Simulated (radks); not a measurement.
Values are calculated unless marked as measured or tabulated.
Q: Species: Mg I. Configuration: [Ne] 3s2. Level of theory: non-relativistic Kohn-Sham, PBE, spin-unpolarised, spherical densities, point nucleus; hard spherical wall at 12 bohr (a radial shooting solver on a logarithmic mesh with Libxc functionals). Some entries of the table are withheld. Estimate them.

orbital  occ.  eigenvalue (hartree)  <1/r> (bohr^-1)  <r> (bohr)
1s          2                   (1)            11.59      0.1309
2s          2              -2.92319            2.093      0.6989
2p          6              -1.71427              (2)      0.6898
3s          2              -0.17248              (3)       3.152
3p          0              -0.04783           0.2967       4.370
4s          0               0.02847           0.1933       6.960
3d          0                   (4)           0.1706         (5)

A: 
(1) 1s eigenvalue (hartree): -46.20055
(2) 2p <1/r> (bohr^-1): 1.954
(3) 3s <1/r> (bohr^-1): 0.4210
(4) 3d eigenvalue (hartree): 0.05425
(5) 3d <r> (bohr): 6.583
